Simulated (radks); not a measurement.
Spherical quantum dot in the effective-mass picture: electrons in a parabolic well V = omega^2 r^2 / 2 with omega = 0.812, with a point charge +1 (a donor) at the centre, all in effective atomic units (hartree* = m*/eps^2 hartree, bohr* = eps/m* bohr), one dielectric constant everywhere. Method: non-relativistic Kohn-Sham, LDA (Slater exchange, Perdew-Wang correlation), spin-polarised, spherical densities; computed with a radial shooting solver with Libxc functionals. Levels are named by radial order and angular momentum (1s, 1p, 1d, 2s, ...), and open shells are averaged over m. Results are scaled to m* = 0.092 and eps = 5, for which hartree* = 100.1 meV and bohr* = 2.876 nm.

N = 18, configuration 1s2 1p6 1d(up 5, down 3) 2s2. This is the lowest configuration that the search found. Occupied and some empty levels:

level    occupation  eigenvalue (meV)  <r> (nm)
1s up             1            788.13     4.454
1s down           1            789.78     4.402
1p up             3            838.32     6.509
1p down           3            840.90     6.499
2s up             1            872.92     6.275
2s down           1            874.72     6.313
1d up             5            882.90     7.497
1d down           3            885.59     7.506
1f up             0            931.27     8.238
1f down           0            933.86     8.254
2p up             0            943.03     7.205
2p down           0            944.74     7.213
1g up             0            983.55     8.861
1g down           0            985.92     8.881

Energy (meV): total 9443.20, kinetic 1322.2, external 2633.1, Hartree 6214.9, exchange-correlation -726.94.

Electron density:

r (nm)  n(r) (e/nm^3)
0.640         0.03034
1.35          0.01877
2.06          0.01210
2.78         0.008528
3.49         0.006903
4.20         0.006402
4.91         0.006371
5.63         0.006315
6.34         0.005931
7.05         0.005138
7.76         0.004038
8.47         0.002856
9.19         0.001801
9.90         0.001009
10.6        0.0005023
11.3        0.0002206
12.0       0.00008575
12.7       0.00002964
13.5        9.038e-06
14.2        2.451e-06
